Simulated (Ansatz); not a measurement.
Isolated molecules relaxed with PBE0-D4/def2-TZVP in Ansatz; ΔE leaves out vibrations. CCSD(T)/CBS adds triple-zeta CCSD(T) − MP2 to the extrapolated MP2 energy (def2 sets, frozen cores). DFT in def2-TZVPP. For Ga outer-core shells are correlated without core-valence functions, which leaves a few kJ/mol of doubt a bond. Scalar relativity is left out up to krypton. One conformer a species, not always the lowest.

`[SiH3][SiH2][GaH2]` + `[SiH3]CS` → `[SiH3]C[S][GaH2]` + `[SiH3][SiH3]`  (cleavage of the Ga–Si bond)

CCSD(T)/CBS gives -0.83 eV.

Task: Another level gave -0.72 eV. Which?
A. PBE0/def2-TZVPP
B. r2SCANh-D4/def2-TZVPP
C. revPBE/def2-TZVPP
D. MP2/def2-TZVPP

Result: A. PBE0 -0.72, r2SCANh-D4 -0.80, MP2/def2-TZVPP -0.87, revPBE -0.68 eV.

Largest T1 diagnostic among the species: 0.014.

From BLYP to BHLYP (50 % exact exchange), in def2-TZVPP and without D4, ΔE moves by −0.05 eV. The D4 term adds −0.04 eV with B3LYP and −0.02 eV with PBE0; it sums over pairs of atoms, weighted by their polarisabilities, and B3LYP, whose exchange is more repulsive, gets the larger term. Leaving LDA and LC-ωPBE aside and taking each functional with its dispersion term where it has one, the values, not all of them listed here, spread over 0.11 eV, from BHLYP-D4 to PBE-D4. LDA lies −0.06 eV from PBE without D4.

B3LYP here is the variant with VWN-RPA as its local correlation; programs differ in this.
